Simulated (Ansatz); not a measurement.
Au2H2S2Si, SMILES [Au][S][SiH2][S][Au], multiplicity 1. Atoms are numbered in the order given.

```xyz
7

Au     0.0000     0.2069    -3.3682
S     -0.0016    -1.3292    -1.6589
Si     0.0083     0.0589     0.0000
S     -0.0016    -1.3292     1.6589
Au     0.0000     0.2069     3.3682
H     -1.1938     0.9359     0.0000
H      1.2231     0.9184     0.0000
```
Charge 0, spin multiplicity 1.

Coordinates come from a B3LYP-D3(BJ)/def2-SVP optimisation. The multiplicity is an assumed one; other spin states were not compared. The def2 effective core potentials stand for the cores of Au; spin–orbit coupling is left out. The values are those of a single conformer.

Two levels are set side by side: PBE-D3(BJ)/def2-SVP (Ansatz, a quantum-chemistry and plane-wave program) and B3LYP-D3(BJ)/def2-SVP (Ansatz). Each level has its own optimised geometry; the coordinates shown are those of the second. Differences are taken from unrounded values.

```tsv
quantity	B3LYP-D3(BJ)
mean bond length (Å)	1.983
bond Au1–S2 (Å)	2.298
bond S2–Si3 (Å)	2.163
bond Si3–S4 (Å)	2.163
bond S4–Au5 (Å)	2.298
bond Si3–H6 (Å)	1.488
bond Si3–H7 (Å)	1.488
```

Task: What does PBE-D3(BJ) give, and how far is it from B3LYP-D3(BJ)? (The exact figures need the calculation; the answer reports its results.)

Result: 
```
quantity              PBE-D3(BJ)  PBE-D3(BJ) minus B3LYP-D3(BJ)
--------------------  ----------  -----------------------------
mean bond length (Å)       1.983                          0.000
bond Au1–S2 (Å)            2.276                         -0.022
bond S2–Si3 (Å)            2.172                          0.009
bond Si3–S4 (Å)            2.172                          0.009
bond S4–Au5 (Å)            2.276                         -0.022
bond Si3–H6 (Å)            1.503                          0.014
bond Si3–H7 (Å)            1.503                          0.014
```

Here PBE gives about what the other level gives.
